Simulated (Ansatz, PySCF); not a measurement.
CH5S, SMILES C[SH2+], charge +1. Atoms are numbered in the order given.

```xyz
7

C     -1.2002    -0.0293     0.0000
S      0.6207     0.1112     0.0000
H     -1.5395     0.4936     0.8923
H     -1.5395     0.4936    -0.8923
H     -1.5023    -1.0719     0.0000
H      0.9256    -0.7596     0.9898
H      0.9256    -0.7596    -0.9898
```
Charge +1, spin multiplicity 1.

Geometry: B3LYP-D3(BJ)/def2-TZVP. The isomer is the one that the SMILES or the coordinates give; other isomers of the formula were not compared.

Vertical ionisation energy (IE) and electron affinity (EA) in eV. Rows of orbital energies are one-electron estimates. Where ΔSCF, EOM or ADC give a negative EA the extra electron is unbound and the value depends on the basis.

```
level                                                                         IE    EA
-------------------------------------------------------------------------  -----  ----
−ε(HOMO), −ε(LUMO), HF/def2-TZVPD (PySCF)                                  19.47  3.14
−ε(HOMO), −ε(LUMO), PBE/def2-TZVPD (PySCF)                                 14.94  7.40
ADC(2)/aug-cc-pVDZ (PySCF)                                                 18.66  4.16
ΔSCF, CAM-B3LYP/def2-TZVPD (Ansatz), final states of multiplicity 2 and 2    [?]   [?]
ΔSCF, PBE/def2-TZVPD (Ansatz), final states of multiplicity 2 and 2        18.75  4.47
```

Some entries are withheld; supply them. (Estimate from the structure and the level; the computed values follow.)


- ΔSCF, CAM-B3LYP/def2-TZVPD (Ansatz, an electronic-structure program), final states of multiplicity 2 and 2, IE: 19.06
- ΔSCF, CAM-B3LYP/def2-TZVPD (Ansatz), final states of multiplicity 2 and 2, EA: 4.32

What vertical singlet–triplet gap does ΔSCF give with CAM-B3LYP/def2-TZVPD (Ansatz) and with PBE/def2-TZVPD (Ansatz)? (The exact figures need the calculation; the answer reports its results.)

7.25 and 6.96 eV (triplet above singlet where positive).

Beyond the first one, list the lowest photoelectron lines from ADC(2)/aug-cc-pVDZ (PySCF) with their pole strengths (two spins summed). (Estimate from the structure and the level; the computed values follow.)

20.24 eV (1.82), 20.44 eV (1.82), 21.96 eV (1.81), 23.20 eV (1.83), 28.68 eV (1.74).
